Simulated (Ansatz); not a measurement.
**A relaxation, step by step**

C2H7In, singlet, PBE0-D4/def2-TZVP (Ansatz 0.2.0). Settings:

```yaml
hamiltonian: {xc: pbe0, dispersion: d4}
relax: {f_tol: 0.005, max_steps: 200}
```

Start, a step off a saddle point along its unstable mode:

In1  (-0.335, -0.011, 0.231)
H2  (-0.776, -0.359, -1.665)
C3  (-0.499, 1.821, -0.775)
H4  (-0.324, 0.910, -1.554)
C5  (0.746, -1.569, 1.202)
H6  (-1.542, 1.997, -1.034)
H7  (-0.048, 2.769, -0.412)
H8  (0.043, -2.360, 1.455)
H9  (1.282, -1.245, 2.091)
H10  (1.452, -1.953, 0.461)
(Å)

```tsv
step	energy less the last (meV)	largest force component (eV/Å)
1	2390.0	2.740
2	1582.7	2.719
3	1016.8	1.598
4	602.7	0.826
5	351.5	0.594
6	188.3	0.461
7	56.2	0.193
8	6.4	0.078
9 (rejected trial)	61.0	0.385
10	0.3	0.020
11	0.0	0.006
12	0.0	0.004
```

Step 2, positions (Å) and forces (eV/Å):

```json
{"atom": "In1", "x": "-0.347", "y": "-0.060", "z": "0.174", "Fx": "-0.029", "Fy": "-0.559", "Fz": "-0.774"}
{"atom": "H2", "x": "-0.806", "y": "-0.508", "z": "-1.593", "Fx": "-0.236", "Fy": "-0.857", "Fz": "0.714"}
{"atom": "C3", "x": "-0.514", "y": "1.843", "z": "-0.750", "Fx": "-0.396", "Fy": "-1.035", "Fz": "-0.759"}
{"atom": "H4", "x": "-0.256", "y": "1.080", "z": "-1.620", "Fx": "0.552", "Fy": "2.719", "Fz": "0.739"}
{"atom": "C5", "x": "0.743", "y": "-1.573", "z": "1.208", "Fx": "-0.049", "Fy": "0.098", "Fz": "0.198"}
{"atom": "H6", "x": "-1.561", "y": "2.011", "z": "-1.011", "Fx": "-0.139", "Fy": "0.119", "Fz": "0.270"}
{"atom": "H7", "x": "-0.035", "y": "2.774", "z": "-0.432", "Fx": "0.302", "Fy": "-0.385", "Fz": "-0.509"}
{"atom": "H8", "x": "0.047", "y": "-2.372", "z": "1.460", "Fx": "0.033", "Fy": "-0.091", "Fz": "0.060"}
{"atom": "H9", "x": "1.277", "y": "-1.245", "z": "2.097", "Fx": "-0.020", "Fy": "0.000", "Fz": "0.034"}
{"atom": "H10", "x": "1.452", "y": "-1.950", "z": "0.467", "Fx": "-0.018", "Fy": "-0.008", "Fz": "0.027"}
```

Step 7, positions (Å) and forces (eV/Å):

```tsv
atom	x	y	z	Fx	Fy	Fz
In1	-0.362	-0.335	-0.331	0.047	0.012	0.046
H2	-1.183	-1.245	-1.558	-0.103	-0.133	-0.056
C3	-0.459	1.778	-0.745	0.092	-0.044	-0.161
H4	-0.077	1.830	-1.775	-0.048	0.193	0.181
C5	0.716	-1.471	1.149	0.081	0.051	-0.007
H6	-1.505	2.098	-0.775	0.064	0.001	0.032
H7	0.116	2.448	-0.103	-0.048	-0.113	-0.039
H8	0.091	-2.286	1.520	-0.005	0.029	0.010
H9	1.097	-0.890	1.991	-0.054	-0.012	-0.078
H10	1.566	-1.926	0.627	-0.025	0.015	0.072
```

Step 8, positions (Å) and forces (eV/Å):

```csv
atom,x,y,z,Fx,Fy,Fz
In1,-0.393,-0.411,-0.453,0.073,0.054,0.050
H2,-1.269,-1.377,-1.595,-0.044,-0.046,-0.033
C3,-0.421,1.725,-0.733,-0.041,0.050,-0.052
H4,-0.062,1.941,-1.743,0.007,0.040,0.017
C5,0.705,-1.408,1.110,0.002,-0.077,0.017
H6,-1.454,2.078,-0.680,0.023,0.019,0.011
H7,0.182,2.284,-0.015,-0.014,-0.078,-0.002
H8,0.096,-2.215,1.524,0.021,0.006,0.028
H9,1.023,-0.748,1.917,-0.031,0.020,-0.056
H10,1.593,-1.869,0.668,0.004,0.012,0.021
```

Last step (12):

In1  (-0.406, -0.440, -0.498)
H2  (-1.297, -1.418, -1.623)
C3  (-0.415, 1.706, -0.728)
H4  (-0.048, 1.977, -1.721)
C5  (0.698, -1.392, 1.094)
H6  (-1.437, 2.084, -0.644)
H7  (0.204, 2.196, 0.023)
H8  (0.106, -2.187, 1.552)
H9  (0.993, -0.676, 1.862)
H10  (1.602, -1.850, 0.684)
(Å)

The run took about 24 s on 4 CPU threads of an Arm Neoverse V2 (shared host).
